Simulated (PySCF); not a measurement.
**From a computed spectrum to the compound**

A species of 4 atoms with charge 3 has these harmonic modes (PBE0, small Gaussian bases with core potentials, PySCF 2.14.0):

```
cm⁻¹  km/mol  symmetry
 273    82.7         π
 273    82.7         π
 414    31.0        σ+
 873    11.5         π
 873    11.5         π
2140   829.4        σ+
3143   218.3        σ+
```

Q: Which species is it, and in which structure?

A: [Tm(HCN)]3+ (singlet in the valence; each metal's 4f electrons, 12 of them, lie in its core potential, out of spins and levels):
```xyz
4

Tm    0.0000    0.0000   -0.3818
N     0.0000    0.0000    1.7841
C     0.0000    0.0000    2.9511
H     0.0000    0.0000    4.0689
```
Ideal gas at 298.15 K and 1 bar: S = 274.9 J/(mol K), Cp = 54.1 J/(mol K), H − H(0 K) = 12.2 kJ/mol (rigid rotor, harmonic modes, spin degeneracy alone, that of the 4f electrons in the core included). An lcecp potential fixes the number of 4f electrons, so in runs with it no electron can move into or out of that shell.
 The answer isn't unique; the calculation gave this one.
